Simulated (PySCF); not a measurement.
# Checking a proposed structure

A compound C₅H₉F₃O₂Si gives the data below (simulated from a calculation) and was assigned the structure `C[C@@H]1CO[SiH2]O[C@H]1C(F)(F)F`.

13C{1H} NMR (computed): δ 129.9 (C), 103.0 (CH), 60.2 (CH2), 14.2 (CH2), 9.1 (CH2).

1H NMR (400 MHz, computed): δ 5.97 (m, 1H), 4.24 (m, 1H), 4.19 (m, 1H), 4.16 (m, 1H), 3.94 (m, 1H), 1.53 (m, 1H), 1.52 (m, 1H), 1.40 (m, 1H), 0.82 (m, 1H).

[PySCF 2.14.0 with density-fitted response routines: coordinates at the GFN2-xTB level; PBE0/pcSseg-1 with gauge-including orbitals; rapidly exchanging positions averaged; one conformer; isolated molecule; non-relativistic Hamiltonian]

Shifts are taken against calculated references (same method and geometry level): 1H (31.72 ppm), 13C (186.93 ppm) against TMS.

(1) Compare with the shifts computed for the proposed structure, pairing carbons in order of shift.

(2) Which isomer fits?

Results:

(1) Mapped SMILES: `[CH3:1][C@@H:2]1[CH2:3][O:4][SiH2:5][O:6][C@H:7]1[C:8]([F:9])([F:10])[F:11]`. Each H is labelled by its parent atom.

```tsv
atom	computed for proposal	given list	difference
C8	135.0	129.9	+5.1
C7	78.7	103.0	-24.3
C3	66.8	60.2	+6.6
C2	35.5	14.2	+21.3
C1	19.0	9.1	+9.9
```

The rms difference is 15.6 ppm and the largest -24.3 ppm at C7 (sp3 CH bonded to O). The carbon types in order of shift don't match either: C, CH, CH2, CH, CH3 for the proposal against C, CH, CH2, CH2, CH2 in the data. The proposal doesn't fit.

(2) `FC(F)(F)O[C@H]1C[SiH2]CCO1`.

- Carbon types of the structure: 1 × C, 1 × CH, 3 × CH2, leaving 2 H on heteroatoms.
- δC 129.9: CF3 carbon; 4 electronegative neighbours deshield it.
- δC 103.0: sp3 carbon bearing two oxygens; 2 electronegative neighbours deshield it.
- δC 60.2: sp3 CH2 bonded to O; the inductive effect lowers its shielding.
- δH 5.97: hydrogen on an sp3 carbon bearing two oxygens; its carbon carries O, an electronegative neighbour.

Other isomers checked: C[C@@H]1CO[SiH2]O[C@@H]1C(F)(F)F (rms 17.2 ppm).

The data come from this structure; uniqueness wasn't tested.

Splittings by 19F in the carbon and heteronuclear signals aren't shown, as no couplings were computed. Shifts are as computed. Against solution values, carbons near 30 ppm lie about +3 ppm off and those near 130 ppm about +5 ppm. Of 1211 compounds with measured shifts, 218 miss one by over three times the rms of a fit or turn the order of signals round; such compounds aren't used in these exercises. Multiplicities follow the n + 1 count of equivalent neighbours, as no J values were calculated; m marks all less simple cases, F and P coupling included.
